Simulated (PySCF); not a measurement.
Excitations are Tamm–Dancoff values on a coarser integration grid. The basis has no diffuse functions, so Rydberg states are missing or too high.

Z-matrix (Å, degrees):
```
Si
O 1 1.6330
H 2 0.9586 1 118.50
H 1 1.4743 2 106.31 3 176.67
H 1 1.4809 4 112.64 2 -123.39
Br 1 2.2232 4 108.56 5 -116.75
```
Charge 0, spin multiplicity 1.

**Question.** Estimate the dipole moment, HOMO–LUMO gap and S1–T1 gap (TDA) that PBE0-D4/def2-TZVP in PySCF returns for this input.

**Answer.** 
```json
{
 "dipole_moment": "1.45 D",
 "HOMO–LUMO gap": "8.49 eV",
 "S1–T1 gap (TDA)": "0.35 eV"
}
```
